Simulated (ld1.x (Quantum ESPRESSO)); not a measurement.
O ultrasoft: all-electron and pseudo phase curves

ld1.x (Quantum ESPRESSO) 7.5 input, shortened:

```
&input
   title='O', zed=8., rel=0, dft='BP', iswitch=3,
   config='[He] 2s2 2p4'
 /
 &inputp
   pseudotype=3, tm=.true., lloc=-1, rcloc=1.05,
   nlcc=.false.,
   which_augfun='PSQ', rmatch_augfun_nc=.true.
 /
4
2S  1  0   2.00   0.00  0.85  0.90  0.0
2S  1  0   0.00  -1.20  0.85  0.90  0.0
2P  2  1   4.00   0.00  0.95  1.25  0.0
2P  2  1   0.00  -0.05  0.95  1.25  0.0
 &test
   configts(1)='2s2 2p4'
 /
```

The phase is arctan(r·u′/u) with u = r·R(r), unwrapped; energies in Ry, scanned from -4 to 5 Ry. A pole is an energy at which the radial function vanishes at the test radius. The pseudo phase is shifted by a multiple of π to meet the all-electron one at the reference energy, and phase errors are pseudo minus all-electron; the curves can meet again beyond the range given. Levels narrower than the energy grid can be missing from the lists of poles.

| channel | radius (bohr) | reference energy (Ry) | poles, all-electron | poles, pseudo | unbroken range about the reference energy with phases within 0.05 rad | phase error 1 Ry above the reference energy (rad) |
| --- | --- | --- | --- | --- | --- | --- |
| s | 1.35 | -1.76 | 1.14 | 1.14 | the whole range | -0.000 |
| p | 1.35 | -0.67 | 1.69 | 1.69 | the whole range | +0.000 |

Phases in the p channel:

```
E (Ry)  all-electron  pseudo
 -4.00         1.120   1.120
 -3.52         1.070   1.070
 -3.04         1.000   1.001
 -2.56         0.897   0.898
 -2.08         0.730   0.731
 -1.60         0.435   0.435
 -1.12        -0.076  -0.076
 -0.64        -0.671  -0.671
 -0.16        -1.069  -1.069
  0.32        -1.292  -1.292
  0.80        -1.425  -1.425
  1.28        -1.514  -1.514
  1.76        -1.580  -1.579
  2.24        -1.631  -1.631
  2.72        -1.675  -1.674
  3.20        -1.715  -1.712
  3.68        -1.752  -1.749
  4.16        -1.790  -1.784
  4.64        -1.829  -1.821
```
